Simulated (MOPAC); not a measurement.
MOPAC input (AM1):

```
AM1 PRECISE GNORM=0.05 LET XYZ UHF MS=0.5 GEO-OK AUX(PRECISION=9) THREADS=1
BrSn

Sn   -0.00000000 1   -0.00000000 1   -1.04855623 1
Br    0.00000000 1    0.00000000 1    1.49793747 1
```

Q: What heat of formation does the run end on?

A: 14.69 kcal/mol.
